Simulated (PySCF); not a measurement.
# Computed data sheet: `CSCP=C=C(C)C`

Species: C₆H₁₁PS.
SMILES with atom numbers: `[CH3:1][S:2][CH2:3][P:4]=[C:5]=[C:6]([CH3:7])[CH3:8]` (hydrogens: H9, H10, H11 on C1; H12, H13 on C3; H14, H15, H16 on C7; H17, H18, H19 on C8)

Geometry (GFN2-xTB, Å), atoms numbered from 1 in this order:
```
atom  x, y, z in Å
C1     4.0852   -0.2503   -0.0270
S2     3.2806   -0.9956    1.4160
C3     1.6067   -0.3429    1.1631
P4     0.7942   -1.0018   -0.4219
C5    -0.6969   -0.3682   -0.2089
C6    -1.9254    0.0667   -0.1712
C7    -2.3226    1.3958   -0.7498
C8    -3.0277   -0.7139    0.4882
H9     4.0464    0.8330    0.0553
H10    5.1157   -0.5888   -0.0274
H11    3.5797   -0.5845   -0.9307
H12    1.0266   -0.6585    2.0295
H13    1.6585    0.7472    1.1374
H14   -3.0889    1.2506   -1.5105
H15   -1.4698    1.8977   -1.1998
H16   -2.7392    2.0327    0.0304
H17   -3.8181   -0.9173   -0.2339
H18   -3.4583   -0.1352    1.3052
H19   -2.6563   -1.6577    0.8789
```

Structural features include: sulfide.

GFN2-xTB geometry:

```yaml
Point_group_of_the_GFN2-xTB_geometry: C1
Rotational_constants_A_B_C_of_the_GFN2-xTB_geometry: 3.675, 0.527, 0.507 GHz
```

From PBE0/pcSseg-1 ground state and GIAO shieldings, non-relativistic (PySCF):

```yaml
Dipole_moment: 2.83 D
HOMO_energy: -6.15 eV
LUMO_energy: -1.20 eV
HOMO–LUMO_gap: 4.95 eV
Lowest_Hirshfeld_atomic_charge: -0.13 e on C1/C3
Highest_Hirshfeld_atomic_charge: +0.08 e on P4
13C_chemical_shifts_computed_TMS_as_zero_by_class: 263.8 (C5), 124.3 (C6), 37.7 (C3), 24.5 (C7/C8), 20.3 (C1) ppm
1H_chemical_shifts_computed_TMS_as_zero_by_class: 3.06 (H12/H13), 2.16 (H9/H10/H11), 1.93 (H14/H15/H16/H17/H18/H19) ppm
Isotropic_shieldings_of_nuclei_other_than_C_and_H_by_class: 278 (P4), 551 (S2) ppm
Mayer_bond_orders_between_heavy_atoms: C1–S2 1.00, S2–C3 0.99, C3–P4 0.84, P4–C5 1.90, C5–C6 1.76, C6–C7 1.06, C6–C8 1.06
```

Monoisotopic mass from the formula: 146.0319 u.

A dipole of 2.83 D is allowed in C1, and pure rotational transitions are dipole-allowed. The rotational constants make it an asymmetric top with κ = (2B − A − C)/(A − C) = -0.99, nearer the prolate limit (−1). In atomic units the dipole is 1.11 e·bohr (1 au = 2.5417 D). With B = h/(8π²I), that is 505.379 GHz u Å² over I, the principal moments of inertia are 137.5, 958.4 and 996.6 u Å² (most abundant isotopes); the inertial defect Ic − Ia − Ib is -99.3 u Å² (zero for a rigid planar frame, negative otherwise).

One conformer (not necessarily the lowest) at the GFN2-xTB geometry, without solvent or vibrations. NMR classes are plain means over equivalent atoms (diastereotopic ones count apart unless rotation or inversion swaps them), as if these changed places fast; in this geometry the members of some classes differ.

For the NMR shielding job (PBE0/pcSseg-1), cost: about 1.8 min of CPU time on one thread; the machine was shared, so the figure is rough.
